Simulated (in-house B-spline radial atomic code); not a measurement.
Values are calculated unless marked as measured or tabulated.
## Weak and strong correlation along the adiabatic connection

Two-electron singlets in several external potentials (atomic units), by full CI in B-splines with partial waves to l = 8 (correlation energies up to 0.6 % small). The repulsion is scaled by λ at fixed density; W(λ) is the mean repulsion less the Hartree energy, W(0) = E_x, and the area under W from 0 to 1 is E_xc.

Relative drop (W(λ) − E_x)/E_x:

```csv
system,λ = 0.12,λ = 0.25,λ = 0.4,λ = 0.6,λ = 0.8,λ = 1
"−V exp(−r²/w²), V = 2.69, w = 10.9",0.0358,0.0680,0.0986,0.1311,0.1567,0.1773
"−Z exp(−kr)/r, Z = 3.74, k = 0.153",0.0053,0.0109,0.0171,0.0252,0.0329,0.0403
"−Z exp(−kr)/r, Z = 9.48, k = 2.94",0.0021,0.0044,0.0071,0.0105,0.0139,0.0172
"ω²r²/2 − Z/r, ω = 0.147, Z = 1.5",0.0150,0.0301,0.0461,0.0655,0.0829,0.0986
"ω²r²/2 − Z/r, ω = 0.092, Z = 0.3",0.0424,0.0789,0.1123,0.1466,0.1729,0.1937
"−Z/r, Z = 0.75, wall at 4 bohr",0.0213,0.0419,0.0628,0.0870,0.1077,0.1255
"ω²r²/2, ω = 2.81",0.0091,0.0186,0.0289,0.0419,0.0540,0.0653
```

Task: Order the systems by how far second-order (GL2) theory, half the initial slope (estimated from the first points of each curve), overshoots the correlation energy, least first.
A. −V exp(−r²/w²), V = 2.69, w = 10.9
B. −Z/r, Z = 0.75, wall at 4 bohr
C. ω²r²/2 − Z/r, ω = 0.147, Z = 1.5
D. ω²r²/2 − Z/r, ω = 0.092, Z = 0.3
E. ω²r²/2, ω = 2.81
F. −Z exp(−kr)/r, Z = 9.48, k = 2.94
G. −Z exp(−kr)/r, Z = 3.74, k = 0.153

Result: F (GL2/E_c = 1.03), G (GL2/E_c = 1.07), E (GL2/E_c = 1.12), C (GL2/E_c = 1.20), B (GL2/E_c = 1.32), A (GL2/E_c = 1.52), D (GL2/E_c = 1.65).

Task: What else changes along this order?

Result: The ratio follows the bend of the curve. With it the leading natural occupation goes from 1.999 to 1.866 and −T_c/E_c from 0.97 to 0.62 between the first and the last.
